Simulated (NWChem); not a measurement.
Species: C2H8N cation; SMILES CC[NH3+]

```xyz
11

C      0.2763    -1.2971     0.0000
C     -0.6105    -0.0639     0.0000
N      0.2398     1.2116     0.0000
H     -0.3643    -2.1840     0.0000
H      0.9084    -1.3489    -0.8932
H      0.9084    -1.3489     0.8932
H     -1.2420     0.0021     0.8888
H     -1.2420     0.0021    -0.8888
H     -0.3398     2.0606     0.0000
H      0.8490     1.2506     0.8274
H      0.8490     1.2506    -0.8274
```
Atoms are numbered in this order, from 1.

Program: NWChem. Geometry: optimised at B3LYP/6-31G* (spherical d). Vertical excitations in the gas phase.

### Question
Predict the results for Hartree-Fock/def2-SVPD, TDHF. Quantities: lowest excitation, singlet (eV); oscillator strength of that lowest state; lowest state with f > 0.02, singlet (eV); oscillator strength of that bright state; orbital gap (eV).

### Answer
```json
{
  "lowest excitation, singlet (eV)": "11.26",
  "oscillator_strength_of_that_lowest_state": "0.005",
  "lowest state with f > 0.02, singlet (eV)": "11.97",
  "oscillator_strength_of_that_bright_state": "0.042",
  "orbital gap (eV)": "16.53"
}
```
